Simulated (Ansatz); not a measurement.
Two structures of SiN₂H₉Cl, singlet, reached by relaxing down either side of one saddle point (PBE0-D4/def2-TZVP). Energies are electronic, without zero-point energy. Ansatz 0.2.0; basis: def2-TZVPP and def2-QZVPP; cores frozen in the correlated methods. Extrapolation: Hartree–Fock as exp(−7.88 √X), correlation as X^−2.97. First:

```
13
angstrom
Si -1.0319 0.3721 -1.2132
Cl -1.2021 -1.8199 -0.1622
H 0.0464 -0.2374 -2.0225
H -2.4674 0.2101 -1.5240
H -0.8394 1.8300 -1.6112
H 0.3678 0.4099 0.7623
N -0.5970 0.8107 0.5725
H 1.1611 -1.4771 0.5402
N 1.7452 -0.6935 0.8356
H -0.6138 1.8104 0.7492
H -1.2285 0.3098 1.1935
H 2.4900 -0.5901 0.1574
H 2.1696 -0.9350 1.7225
```

Second:

```
atom    x (Å)    y (Å)    z (Å)
 Si1  -1.0540   0.9755  -1.3921
 Cl2  -0.5890  -2.4373   1.1393
  H3  -0.1738   0.0260  -2.1217
  H4  -2.4550   0.7625  -1.8453
  H5  -0.6576   2.3700  -1.7211
  H6   1.0527   0.0982   0.6187
  N7  -0.7763   0.7503   0.3092
  H8   0.7925  -1.5704   0.9754
  N9   1.6380  -0.7355   0.8089
 H10  -1.1410   1.4766   0.9106
 H11  -1.0697  -0.1637   0.6691
 H12   2.2266  -0.9504   0.0128
 H13   2.2067  -0.6017   1.6363
```

Q: Which bonds change from the first to the second?

A: SiH₃Cl ([SiH3][Cl]) + NH₃ + NH₃ → SiNH₅ ([NH2][SiH3]) + HCl + NH₃ (still joined by a long H–N bond); bonds formed: Cl2–H8, H6–N9; bonds broken: Si1–Cl2, H6–N7; bonds weakened to dative contacts: H8–N9.

Q: Give the saddle point's structure and its height above each. (Judge from chemistry; the value comes from the calculation.)

A: Computed: 5.72 kcal/mol above the first and 5.91 kcal/mol above the second (CCSD(T) at an estimated basis limit (MP2 extrapolated from triple and quadruple zeta, plus CCSD(T) − MP2 in triple zeta)).
```
13
angstrom
Si -0.9794 0.5359 -1.2043
Cl -0.9971 -2.0198 -0.0042
H 0.0881 -0.1605 -1.9504
H -2.3712 0.1119 -1.4310
H -0.9011 1.9589 -1.6881
H 0.6467 0.2209 0.7063
N -0.5207 0.8205 0.5237
H 0.9260 -1.4662 0.5337
N 1.5533 -0.6639 0.7855
H -0.5724 1.7949 0.7994
H -1.1192 0.2445 1.1130
H 2.3005 -0.5777 0.1075
H 1.9465 -0.7993 1.7089
```

No T1 diagnostic of these runs exceeds 0.010.

The step is the kind of exchange with an N–H group that builds nitride films in atomic layer and chemical vapour deposition.

Labels in which every atom is bracketed show which atoms are joined, not bond orders.

For scale, one of the runs: CCSD(T)/def2-TZVPP, 272 basis functions, launched by `ansatz run in.yaml --threads 8 --pin off --events-out ev --progress --plain --max-ram 19148MiB`. Hardware: 8 CPU threads of an Arm Neoverse V2, shared host. Wall time 94 s; peak host memory 7 GiB.
